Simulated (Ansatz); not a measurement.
Br4Zr, singlet, geometry from GFN2-xTB (such geometries of metal compounds can be far from the true shape) (all electrons, no relativity). Base run: B3LYP/3-21G run with Ansatz (a quantum-chemistry and plane-wave program).

Ansatz was given this input:
Ansatz 0.2 input:
```yaml
crystal:
  periodic: [false, false, false]
  atoms:
    - {symbol: Zr, position_ang: [0.00000000, 0.00000000, 0.00000000]}
    - {symbol: Br, position_ang: [1.95511769, -0.53272077, -1.43766626]}
    - {symbol: Br, position_ang: [0.75325476, 0.28348401, 2.35061799]}
    - {symbol: Br, position_ang: [-1.05976936, 2.10397017, -0.78953105]}
    - {symbol: Br, position_ang: [-1.64860309, -1.85473341, -0.12342069]}
basis:
  gaussian:
    orbitals: 3-21G.json
hamiltonian:
  xc: b3lyp
```
The basis file holds 3-21G in the JSON format of the Basis Set Exchange.

Variants of this job, named by their change:

```csv
change,basis functions,E (Eh)
base,131,-13771.85559
basis = ANO-RCC-VDZP; relativity = spin-free X2C; nucleus = Gaussian,151,-14023.85849
basis = x2c-SVPall; relativity = none,181,-13745.24517
basis = jorge-DZP-DKH; relativity = spin-free X2C; nucleus = Gaussian,220,-14023.09371
basis = x2c-SVPall; relativity = spin-free X2C; nucleus = Gaussian,181,-14021.77578
basis = ANO-RCC-VDZP; relativity = none,151,-13704.17325
basis = jorge-DZP-DKH; relativity = none,220,-13789.40022
basis = jorge-DZP-DKH; relativity = spin-free X2C,220,-14023.20717
basis = x2c-SVPall; relativity = spin-free X2C,181,-14021.87439
basis = ANO-RCC-VDZP; relativity = spin-free X2C,151,-14023.98844
```

Total energies compare only within one method and basis.

Ansatz warned in this series: the basis is contracted for relativity, which the run leaves out.

Basis sets contracted for a relativistic Hamiltonian are a mismatch without it, so the rows without relativity aren't non-relativistic limits. No row has spin-orbit coupling; sets with core potentials leave out the core electrons.
